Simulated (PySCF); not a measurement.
# Unknown compound

Molecular formula: C6H12OSi2. Simulated spectra:

$^{1}$H NMR (600 MHz, computed): δ 4.93 (s, 3H), 4.58 (m, 2H), 4.03 (t, 1H), 2.67 (m, 2H), 2.49 (m, 1H), 1.84 (m, 1H), 1.80 (m, 2H).

$^{13}$C{$^{1}$H} NMR (computed): δ 187.8 (C), 81.3 (CH), 43.0 (CH), 36.0 (CH2), 17.1 (CH).

Fast rotation and ring inversion assumed for equivalent nuclei, a single conformation, relativity neglected, isolated molecule. Coordinates at the GFN2-xTB level; σ from GIAO-PBE0/pcSseg-1; PySCF 2.14.0 with density-fitted response routines.

References, each an isolated molecule treated in the same way: $^{1}$H (σ = 31.72 ppm), $^{13}$C (σ = 186.93 ppm) vs TMS.

**Question.** Choose the structure that fits.
A. [SiH3]OC1=C[SiH2][C@H]2C[C@@H]1C2
B. [SiH3][C@]1(C2CC2)C=CO[SiH2]1
C. C#C[Si@@H](OC1CC1)[SiH2]C

**Answer.** A. 

1. The formula gives 3 degrees of unsaturation (2 rings in the answer).
2. 5 carbon signals for 6 carbons: some carbons are equivalent by symmetry or fast rotation.
3. Carbon types of the structure: 1 × C, 3 × CH, 2 × CH2, leaving 5 H on heteroatoms.
4. δC 187.8: alkene carbon bearing oxygen; an sp2 carbon further deshielded by the attached heteroatom.
5. δC 81.3: β carbon of an enol-ether or enamine type C=C; the O or N lone pair pushes π density onto this β carbon and shields it.
6. δC 43.0: allylic sp3 CH; a saturated carbon with 3 carbon neighbours and no heteroatom attached.
7. δH 4.03: hydrogen on a β carbon of an enol-ether or enamine type C=C; lone-pair donation from O or N shields it, upfield of ordinary alkene protons.
8. δH 2.49: hydrogen on an allylic sp3 CH; allylic position.

The others: [SiH3][C@]1(C2CC2)C=CO[SiH2]1 would give 6 carbon signals, not 5; C#C[Si@@H](OC1CC1)[SiH2]C would give 6 carbon signals, not 5.

Shifts are as computed. Against solution values, carbons near 30 ppm lie about +3 ppm off and those near 130 ppm about +5 ppm. Of 1211 compounds with measured shifts, 218 miss one by over three times the rms of a fit or turn the order of signals round; such compounds aren't used in these exercises. Multiplicities follow the n + 1 count of equivalent neighbours, as no J values were calculated; m marks all less simple cases, F and P coupling included.
